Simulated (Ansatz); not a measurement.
The same path of CH6AlFGeO (11 atoms, charge 0, multiplicity 1) was run 3 times with different band settings. The coordinate that changes most is the dihedral F4–Ge3–Al5–H10.

Theory: Ansatz, RKS PBE0/def2-SVP.

Relaxed end points:

```xyz
11
Properties=species:S:1:pos:R:3
C -0.658 0.699 1.867
O 0.206 0.297 0.837
Ge -0.406 -0.205 -0.758
F -1.310 -1.692 -0.505
Al 1.695 -0.700 -2.000
H -1.413 1.433 1.523
H -0.062 1.176 2.661
H -1.196 -0.158 2.310
H -1.502 0.806 -1.179
H 2.199 0.286 -3.139
H 2.512 -1.998 -1.596
```

```xyz
11
Properties=species:S:1:pos:R:3
C -0.658 0.699 1.866
O 0.206 0.303 0.834
Ge -0.407 -0.206 -0.758
F -1.310 -1.692 -0.497
Al 1.694 -0.700 -1.999
H -1.406 1.442 1.529
H -0.061 1.162 2.668
H -1.203 -0.159 2.298
H -1.503 0.803 -1.184
H 2.511 -2.002 -1.605
H 2.200 0.294 -3.132
```

Common settings: optimiser quadratic models (default); start path through a guess of the saddle point; force threshold 0.03 eV/Å; iteration limit 60; end points relaxed.

| run | movable images | climbing image | spring |
| --- | --- | --- | --- |
| 1 | 5 | yes | 5.0 eV/Å² |
| 2 | 5 | yes | 0.1 eV/Å² |
| 3 | 4 | no | 5.0 eV/Å² |

Question: What does each run give, and how far can it be trusted?

Answer: Run 1: converged after 17 iterations, highest image 0.018 eV above the first end. A vibrational analysis at the climbing image gives no mode beyond 40i cm⁻¹: the surface is too flat there to confirm a saddle point.
Run 2: converged after 18 iterations, highest image 0.017 eV above the first end. Another band between the same ends (5 images) ends at a top of the same energy, where a vibrational analysis finds no clearly imaginary modes.
Run 3: converged after 14 iterations, highest image 0.017 eV above the first end. No image climbed, so the highest image needn't sit at the top of the path.
